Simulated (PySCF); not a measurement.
Geometry:
```
atom   x (Å)   y (Å)   z (Å)
  F1   2.616   1.257   0.999
  C2   1.580   0.757   0.314
  C3   1.196  -0.496   0.473
  C4   0.059  -1.134  -0.264
  O5  -0.735  -0.217  -1.010
  C6  -1.597   0.540  -0.303
  F7  -1.601   1.794  -0.792
  F8  -2.869   0.089  -0.449
  H9   1.133   1.489  -0.343
 H10   1.728  -1.142   1.155
 H11   0.447  -1.829  -1.015
 H12  -0.570  -1.701   0.434
 H13  -1.390   0.594   0.782
```

Theoretical values (PySCF 2.14.0 with density-fitted response routines): PBE0/pcSseg-1 with gauge-including orbitals, GFN2-xTB geometry. Gas phase, rapidly exchanging positions averaged, relativity neglected, one conformer.

References, each an isolated molecule treated in the same way: TMS for ¹³C, ¹H; CFCl3 for ¹⁹F; H2O for ¹⁷O.

| atoms | nucleus | count | δ (ppm) |
| --- | --- | --- | --- |
| C3 | ¹³C | 1 | 113.7 |
| O5 | ¹⁷O | 1 | 99.1 |
| H11/H12 | ¹H | 2 | 4.71 |
| C2 | ¹³C | 1 | 161.8 |
| H9 | ¹H | 1 | 7.20 |
| F7/F8 | ¹⁹F | 2 | ? |
| C4 | ¹³C | 1 | 67.8 |
| H13 | ¹H | 1 | ? |
| F1 | ¹⁹F | 1 | ? |
| H10 | ¹H | 1 | 5.38 |
| C6 | ¹³C | 1 | 126.1 |

**Question.** Complete the table.

**Answer.** 
- H13: 6.33 ppm, hydrogen on an sp3 CH bonded to 2 F and O; its carbon carries F and O, hence the downfield position
- F7/F8: -98.3 ppm, fluorine of a CF2 group
- F1: -123.1 ppm, vinylic fluorine

Shifts are as computed. Against solution values, carbons near 30 ppm lie about +3 ppm off and those near 130 ppm about +5 ppm. Of 1211 compounds with measured shifts, 218 miss one by over three times the rms of a fit or turn the order of signals round; such compounds aren't used in these exercises. Unscaled 19F shifts against computed CFCl3 carry errors that often reach 10 to 50 ppm. Experimental scales use liquid or dissolved standards, which lie at an offset from isolated H2O (liquid H2O: subtract about 36 ppm).
